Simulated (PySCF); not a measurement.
A structure optimised at PBE-D3(BJ)/def2-SVP, used in a PySCF frequency run:

```xyz
14

C     -2.1784    -0.4196     0.0000
Si    -0.3217    -0.0688     0.0000
Si     0.3608     1.0575    -1.9499
Si     0.3608     1.0575     1.9499
Cl     0.7111    -1.9115     0.0000
H     -2.7457     0.5339     0.0000
H     -2.4632    -1.0009     0.8998
H     -2.4632    -1.0009    -0.8998
H      1.8510     1.2617    -1.9298
H     -0.3121     2.4040    -2.0379
H     -0.0105     0.2519    -3.1669
H     -0.3121     2.4040     2.0379
H     -0.0105     0.2519     3.1669
H      1.8510     1.2617     1.9298
```
Charge 0, spin multiplicity 1.

**Question.** Write its SMILES, formula and point group.

**Answer.** C[Si]([SiH3])([SiH3])Cl, CH₉ClSi₃, Cs

**Question.** What are its rotational constants (standard atomic weights)?

**Answer.** 1.5638, 1.3942, 1.0909 GHz
